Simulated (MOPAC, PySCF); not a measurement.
CH3NO, SMILES `NC=O` (H–N–C–O torsion 0°), neutral singlet in the gas phase. 

Z-matrix (Å, degrees):
```
C
O 1 1.2060
N 1 1.3509 2 124.96
H 3 1.0032 1 121.28 2 180.00
H 3 1.0061 4 119.43 1 -179.99
H 1 1.1071 2 122.71 3 -180.00
```
Charge 0, multiplicity 1.

All levels are single points at this geometry (PBE0-D3(BJ)/def2-TZVP); Pople sets use spherical d functions. Orbital energies aren't observables, and empty levels follow the basis.

AM1 in MOPAC gives gap (eV) = 12.52.

Q: Estimate the gap (eV) from each of these levels: TPSSh-D3(BJ)/def2-TZVP in PySCF; B3LYP/3-21G in PySCF; B3LYP/6-311+G** in PySCF; M06-2X/6-31G* in PySCF; PM7 in MOPAC.

A: 
```csv
level,gap (eV)
TPSSh-D3(BJ)/def2-TZVP in PySCF,6.80
B3LYP/3-21G in PySCF,7.86
B3LYP/6-311+G** in PySCF,7.27
M06-2X/6-31G* in PySCF,11.20
PM7 in MOPAC,11.82
```
